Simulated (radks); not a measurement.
The numbers below are computed, except where a source is named.
Problem. Coherent X-ray form factor from a spherical all-electron density. Code: a radial shooting solver on a logarithmic mesh with Libxc functionals. Model: Dirac Kohn-Sham, relativistic LDA (MacDonald-Vosko exchange, VWN5 correlation), spin-unpolarised, spherical densities, finite nucleus; Fermi nuclear charge, rms radius of each element as measured or else 0.836 A^(1/3) + 0.57 fm.

sin(theta)/lambda (1/angstrom),f0 (electrons)
0.05,33.954
0.1,33.815
0.15,33.587
0.2,33.273
0.25,32.878
0.3,32.407
0.4,31.268
0.5,29.920
0.6,28.430
0.8,25.285
1,22.253
1.25,18.955
1.5,16.253
2,12.120

The species is in the configuration that NIST lists as its ground one. Which atom or ion scatters so?

Solution. The holmium ion Ho33+, [Ar] 3d10 4s2 4p4. Extrapolating in s^2 from the first two rows gives f0(0) = 34.0, near the electron count 34; among species with that count, the fall with angle is slower the higher Z, and the table is that of Z = 67; from so few rows the species is fixed only to a neighbour or two.
